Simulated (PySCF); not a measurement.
Potential energy of RbH along the bond

Set-up: basis Rb def2-SVPD with ECP28, H def2-SVPD; scalar-relativistic core potentials; PySCF 2.14. Energies in eV from Rb + H in their ground configurations at the same level. State: ¹Σ⁺ (singlet), closed shell.

All columns are r²SCAN. A positive dipole means Rb(−)H(+).

```
R (Å)  E (eV)   μ (D)  Mulliken charge on Rb (basis-dependent)  HOMO (eV)  LUMO (eV)  Mayer bond order  ⟨S²⟩
2.085  -1.375   -7.03                                     0.45      -3.31      -0.78              0.80  0.00
2.182  -1.517   -7.41                                     0.45      -3.30      -0.83              0.81  0.00
2.279  -1.602   -7.77                                     0.45      -3.27      -0.88              0.81  0.00
2.351  -1.636   -8.03                                     0.44      -3.25      -0.92              0.82  0.00
2.424  -1.650   -8.28                                     0.43      -3.23      -0.96              0.82  0.00
2.497  -1.646   -8.53                                     0.43      -3.21      -1.00              0.83  0.00
2.594  -1.620   -8.85                                     0.42      -3.17      -1.06              0.84  0.00
2.715  -1.562   -9.23                                     0.40      -3.13      -1.14              0.85  0.00
2.860  -1.467   -9.67                                     0.39      -3.08      -1.23              0.86  0.00
3.054  -1.315  -10.22                                     0.36      -3.02      -1.36              0.87  0.00
```

A fit through these points gives, at Re = 2.443 Å, μ = -8.34 D and dμ/dR = -3.41 D/Å; the reduced mass is 0.996 u.

How strong is the fundamental in the double-harmonic approximation, I = 42.26·(dμ/dR)²/μred km/mol?

I = 42.26·(-3.41)²/0.996 = 493 km/mol at r²SCAN.
